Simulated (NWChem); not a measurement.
H$_{3}$O cation; SMILES [OH3+]

All runs: NWChem. Each level has its own optimisation; frequencies are unscaled.

For level B3LYP/3-21G:

lowest (cm⁻¹): 481

Q: What are these values for level BP86/def2-TZVP?

A: 
| Property | Result |
|---|---|
| lowest (cm⁻¹) | 830 |
